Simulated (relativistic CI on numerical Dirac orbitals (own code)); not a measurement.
## Energy levels of Tb XLIV

Calculated at this level of theory: Dirac-Coulomb-Breit CI, KLI orbitals optimised for each configuration, model QED, unscaled Slater integrals (own radial code, finite nucleus).

Configurations in the expansion (outside the closed core [Ne]): 3s²3p⁶3d⁴, 3s²3p⁵3d⁵, 3s3p⁶3d⁵, 3s²3p⁶3d³4s, 3s²3p⁶3d³4p, 3s²3p⁶3d³4d, 3s²3p⁵3d⁴4s, 3s²3p⁶3d³4f, 3s²3p⁵3d⁴4p, 3s3p⁶3d⁴4s, 3p⁶3d⁵4p, 3s3p⁶3d⁴4p, 3s²3p⁶3d²4s4p, 3s²3p⁶3d³5s, 3s3p⁶3d⁴4d, 3s²3p⁶3d³5p, 3s²3p⁶3d³5d, 3s²3p⁶3d³5g, 3s²3p⁶3d³6s, 3p⁶3d⁶, 3p⁵3d⁷, 3p⁵3d⁶4s, 3p⁶3d⁵4s, 3p⁵3d⁵4s², 3s²3p⁶3d²4s², 3s²3p⁶3d4s²4p, 3s²3p⁶3d4s²4d, 3s²3p⁶3d²4p², 3s²3p⁶3d4s4p², 3s²3p⁶3d4p³, 3s²3p⁶3d4p²4d, 3s²3p⁵3d²4s4p², 3s²3p⁶3d²4s4d, 3s²3p⁶3d4s4p4d, 3s²3p⁶3d4s4d², 3s²3p⁵3d²4s²4d, 3s3p⁶3d³4s², 3s3p⁶3d²4s²4p, 3s3p⁶3d²4s²4d. Double excitations out of closed p, d and f shells are left out; levels of such configurations are missing from the list, as are those of other unlisted configurations, and high levels can miss mixing partners. These lack a partner that the ground configuration has and come out too high: 3s²3p⁵3d⁴4p.

The lowest level is 3s²3p⁶3d⁴ ³P0, with 58 % of that term; Hund's rules for 3s²3p⁶3d⁴ give ⁵D with J = 0, of which the calculation keeps J, while another term leads.

| No. | Configuration | Term | J | E (cm⁻¹) | % | Next component (%) | Landé g | jj configuration (%) |
| --- | --- | --- | --- | --- | --- | --- | --- | --- |
| 1 | 3s²3p⁶3d⁴ | ³P | 0 | 0 | 58 | 30 ⁵D |  | 3d3/2^4 (97) |
| 2 | 3s²3p⁶3d⁴ | ⁵D | 1 | 250628 | 62 | 37 ³P | 1.492 | 3d3/2^3 3d5/2 (98) |
| 3 | 3s²3p⁶3d⁴ | ³F | 4 | 336985 | 30 | 23 ³H | 1.082 | 3d3/2^3 3d5/2 (97) |
| 4 | 3s²3p⁶3d⁴ | ⁵D | 2 | 344260 | 48 | 15 ³F | 1.262 | 3d3/2^3 3d5/2 (85) |
| 5 | 3s²3p⁶3d⁴ | ³F | 3 | 372098 | 28 | 28 ⁵D | 1.167 | 3d3/2^3 3d5/2 (88) |
| 6 | 3s²3p⁶3d⁴ | ⁵D | 0 | 566553 | 64 | 21 ¹S |  | 3d3/2^2 3d5/2^2 (96) |
| 7 | 3s²3p⁶3d⁴ | ⁵D | 2 | 582441 | 40 | 24 ³F | 1.177 | 3d3/2^2 3d5/2^2 (88) |
| 8 | 3s²3p⁶3d⁴ | ³H | 4 | 584566 | 40 | 40 ⁵D | 1.151 | 3d3/2^2 3d5/2^2 (96) |
| 9 | 3s²3p⁶3d⁴ | ⁵D | 3 | 600275 | 46 | 39 ³G | 1.134 | 3d3/2^2 3d5/2^2 (87) |
| 10 | 3s²3p⁶3d⁴ | ³H | 5 | 628755 | 68 | 32 ³G | 1.078 | 3d3/2^2 3d5/2^2 (100) |
| 11 | 3s²3p⁶3d⁴ | ³H | 6 | 649141 | 51 | 49 ¹I | 1.076 | 3d3/2^2 3d5/2^2 (99) |
| 12 | 3s²3p⁶3d⁴ | ³P | 1 | 658043 | 45 | 36 ³D | 1.132 | 3d3/2^2 3d5/2^2 (93) |
| 13 | 3s²3p⁶3d⁴ | ³G | 4 | 687027 | 58 | 37 ¹G | 1.028 | 3d3/2^2 3d5/2^2 (97) |
| 14 | 3s²3p⁶3d⁴ | ³F | 3 | 690685 | 44 | 28 ³D | 1.097 | 3d3/2^2 3d5/2^2 (95) |
| 15 | 3s²3p⁶3d⁴ | ³D | 2 | 700450 | 35 | 30 ³F | 1.098 | 3d3/2^2 3d5/2^2 (95) |
| 16 | 3s²3p⁶3d⁴ | ³F | 2 | 789185 | 46 | 29 ³P | 0.995 | 3d3/2^2 3d5/2^2 (92) |
| 17 | 3s²3p⁶3d⁴ | ³F | 4 | 818123 | 62 | 18 ¹G | 1.210 | 3d3/2^2 3d5/2^2 (83) |
| 18 | 3s²3p⁶3d⁴ | ³P | 2 | 904730 | 43 | 31 ¹D | 1.195 | 3d3/2^2 3d5/2^2 (87) |
| 19 | 3s²3p⁶3d⁴ | ¹G | 4 | 914519 | 28 | 25 ⁵D | 1.125 | 3d3/2 3d5/2^3 (82) |
| 20 | 3s²3p⁶3d⁴ | ³F | 3 | 917776 | 45 | 24 ⁵D | 1.157 | 3d3/2 3d5/2^3 (95) |
| 21 | 3s²3p⁶3d⁴ | ³G | 5 | 954601 | 68 | 32 ³H | 1.139 | 3d3/2 3d5/2^3 (100) |
| 22 | 3s²3p⁶3d⁴ | ³D | 1 | 955031 | 57 | 26 ³P | 0.918 | 3d3/2 3d5/2^3 (95) |
| 23 | 3s²3p⁶3d⁴ | ¹I | 6 | 960482 | 51 | 49 ³H | 1.074 | 3d3/2 3d5/2^3 (99) |
| 24 | 3s²3p⁶3d⁴ | ³P | 0 | 977326 | 61 | 39 ¹S |  | 3d3/2 3d5/2^3 (52) |
| 25 | 3s²3p⁶3d⁴ | ³F | 2 | 1019846 | 50 | 39 ³P | 1.049 | 3d3/2 3d5/2^3 (88) |
| 26 | 3s²3p⁶3d⁴ | ¹F | 3 | 1032496 | 36 | 36 ³D | 1.088 | 3d3/2 3d5/2^3 (97) |
| 27 | 3s²3p⁶3d⁴ | ¹S | 0 | 1115823 | 73 | 23 ³P |  | 3d3/2^2 3d5/2^2 (45) |
| 28 | 3s²3p⁶3d⁴ | ³F | 3 | 1135998 | 67 | 30 ¹F | 1.057 | 3d3/2 3d5/2^3 (99) |
| 29 | 3s²3p⁶3d⁴ | ³P | 1 | 1141578 | 91 | 7 ³D | 1.426 | 3d3/2 3d5/2^3 (98) |
| 30 | 3s²3p⁶3d⁴ | ¹G | 4 | 1145179 | 71 | 21 ³F | 1.040 | 3d3/2 3d5/2^3 (94) |
| 31 | 3s²3p⁶3d⁴ | ¹D | 2 | 1175034 | 66 | 25 ³P | 1.104 | 3d3/2 3d5/2^3 (76) |
| 32 | 3s²3p⁶3d⁴ | ³F | 4 | 1288713 | 48 | 21 ¹G | 1.155 | 3d5/2^4 (95) |
| 33 | 3s²3p⁶3d⁴ | ¹D | 2 | 1376680 | 43 | 23 ³D | 1.053 | 3d5/2^4 (83) |
| 34 | 3s²3p⁶3d⁴ | ¹S | 0 | 1565862 | 55 | 44 ³P |  | 3d5/2^4 (84) |
| 35 | 3s²3p⁵3d⁵ | ⁵D° | 4 | 2284587 | 35 | 26 ⁷P° | 1.437 | 3p3/2^3 3d5/2 (80) |
| 36 | 3s²3p⁵3d⁵ | ³P° | 2 | 2343569 | 25 | 17 ⁵P° | 1.356 | 3p3/2^3 3d5/2 (91) |
| 37 | 3s²3p⁵3d⁵ | ⁵P° | 3 | 2395418 | 28 | 26 ³D° | 1.419 | 3p3/2^3 3d5/2 (81) |
| 38 | 3s²3p⁵3d⁵ | ⁷P° | 4 | 2519957 | 41 | 15 ³G° | 1.368 | 3p3/2^3 3d3/2^3 3d5/2^2 (69) |
| 39 | 3s²3p⁵3d⁵ | ⁵P° | 3 | 2570112 | 19 | 18 ³F° | 1.326 | 3p3/2^3 3d3/2^3 3d5/2^2 (82) |
| 40 | 3s²3p⁵3d⁵ | ⁵F° | 5 | 2596081 | 36 | 31 ⁵G° | 1.265 | 3p3/2^3 3d3/2^3 3d5/2^2 (94) |
| 41 | 3s²3p⁵3d⁵ | ⁵G° | 6 | 2601109 | 43 | 30 ³H° | 1.214 | 3p3/2^3 3d3/2^3 3d5/2^2 (91) |
| 42 | 3s²3p⁵3d⁵ | ³F° | 2 | 2605347 | 25 | 21 ⁵P° | 1.119 | 3p3/2^3 3d3/2^3 3d5/2^2 (94) |
| 43 | 3s²3p⁵3d⁵ | ⁵P° | 1 | 2611673 | 48 | 26 ³P° | 1.809 | 3p3/2^3 3d3/2^3 3d5/2^2 (85) |
| 44 | 3s²3p⁵3d⁵ | ³D° | 1 | 2631216 | 38 | 22 ⁵F° | 0.769 | 3p3/2^3 3d5/2 (83) |
| 45 | 3s²3p⁵3d⁵ | ⁵D° | 3 | 2638819 | 31 | 22 ⁵F° | 1.286 | 3p3/2^3 3d3/2^3 3d5/2^2 (93) |

Energies count from the lowest computed level; ° marks odd parity. Filled j subshells are mostly left out of the jj labels.

The mean weight of the leading LS term, summed over parents, in these 45 levels is 48 %, and that of the leading jj configuration (from the same eigenvectors) 89 %, so jj coupling describes them better and the LS labels are nominal.

At this charge energies of transitions that change n are usually good to better than 1 %, and those within a shell (Δn = 0) to a few per cent.

LS names give the leading component of a level, which can be under half, so a name can repeat, a term be missing and a line seem to break the LS rules.
